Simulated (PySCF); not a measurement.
## Spin-rotation constants: `InChI=1S/C7H11NO/c1-4-6-8(3)7(9)5-2/h4-5H,1-2,6H2,3H3`

Molfile (atoms numbered from 1):
```
C7H11NO
     RDKit          3D

 20 19  0  0  0  0  0  0  0  0999 V2000
    3.4289    0.1350    0.2330 C   0  0  0  0  0  0  0  0  0  0  0  0
    2.1870    0.5331    0.4340 C   0  0  0  0  0  0  0  0  0  0  0  0
    1.1469    0.6305   -0.6386 C   0  0  0  0  0  0  0  0  0  0  0  0
   -0.0747   -0.0575   -0.2618 N   0  0  0  0  0  0  0  0  0  0  0  0
    0.0121   -1.4888   -0.0896 C   0  0  0  0  0  0  0  0  0  0  0  0
   -1.2124    0.6673   -0.0990 C   0  0  0  0  0  0  0  0  0  0  0  0
   -1.2436    1.8683   -0.3145 O   0  0  0  0  0  0  0  0  0  0  0  0
   -2.4162   -0.0756    0.3573 C   0  0  0  0  0  0  0  0  0  0  0  0
   -3.6245    0.4311    0.1653 C   0  0  0  0  0  0  0  0  0  0  0  0
    4.1520    0.0946    1.0294 H   0  0  0  0  0  0  0  0  0  0  0  0
    3.7803   -0.1519   -0.7451 H   0  0  0  0  0  0  0  0  0  0  0  0
    1.8490    0.8194    1.4207 H   0  0  0  0  0  0  0  0  0  0  0  0
    1.5273    0.2245   -1.5827 H   0  0  0  0  0  0  0  0  0  0  0  0
    0.8681    1.6793   -0.7893 H   0  0  0  0  0  0  0  0  0  0  0  0
   -0.7889   -1.9977   -0.6285 H   0  0  0  0  0  0  0  0  0  0  0  0
   -0.0289   -1.7744    0.9659 H   0  0  0  0  0  0  0  0  0  0  0  0
    0.9657   -1.8266   -0.4913 H   0  0  0  0  0  0  0  0  0  0  0  0
   -2.2740   -1.0108    0.8762 H   0  0  0  0  0  0  0  0  0  0  0  0
   -4.5210   -0.0627    0.5003 H   0  0  0  0  0  0  0  0  0  0  0  0
   -3.7382    1.3736   -0.3448 H   0  0  0  0  0  0  0  0  0  0  0  0
  1  2  2  0
  2  3  1  0
  3  4  1  0
  4  5  1  0
  4  6  1  0
  6  7  2  0
  6  8  1  0
  8  9  2  0
  1 10  1  0
  1 11  1  0
  2 12  1  0
  3 13  1  0
  3 14  1  0
  5 15  1  0
  5 16  1  0
  5 17  1  0
  8 18  1  0
  9 19  1  0
  9 20  1  0
M  END
```

Computed with PySCF, GIAO BHandHLYP/pcSseg-1 magnetisability, rotational g tensor and spin-rotation constants, non-relativistic, gas phase. Geometry: GFN2-xTB.

Problem. Give the nuclear spin-rotation constants along the inertial axes (H = +C I·J) beside the isotropic shieldings.

Solution. Rotational constants 4.0380, 0.8688, 0.7595 GHz. A star marks the isotopologue with that one atom substituted, in its own axes.
```tsv
atom	isotope	Caa (kHz)	Cbb (kHz)	Ccc (kHz)	mean (kHz)	σ (ppm)
N4	14N	0.194	0.110	0.044	0.116	149.0
H10	1H	-0.092	-0.099	0.005	-0.062	26.6
H11	1H	-0.310	-0.102	0.050	-0.121	26.5
H12	1H	-0.341	-0.101	0.062	-0.126	25.9
H13	1H	-0.356	-0.090	0.013	-0.144	29.1
H14	1H	-0.296	0.044	-0.070	-0.107	25.9
H15	1H	-0.121	-0.065	-0.051	-0.079	28.8
H16	1H	-0.391	-0.077	0.010	-0.152	28.9
H17	1H	0.036	-0.085	-0.070	-0.039	29.2
H18	1H	-0.394	0.058	-0.063	-0.133	25.5
H19	1H	0.117	-0.041	-0.076	0.000	25.8
H20	1H	-0.346	0.056	-0.061	-0.117	25.0
C1	13C*	1.149	0.128	0.358	0.545	62.8
C2	13C*	1.351	0.141	0.400	0.631	37.4
C3	13C*	0.797	0.179	0.136	0.371	133.9
C5	13C*	0.730	0.122	0.133	0.329	151.7
C6	13C*	2.055	0.329	0.187	0.857	13.0
O7	17O*	-1.857	-0.524	-0.037	-0.806	-55.4
C8	13C*	1.335	0.377	0.148	0.620	51.7
C9	13C*	1.536	0.369	0.133	0.680	45.7
```
For the geometry as given, no vibrational averaging.
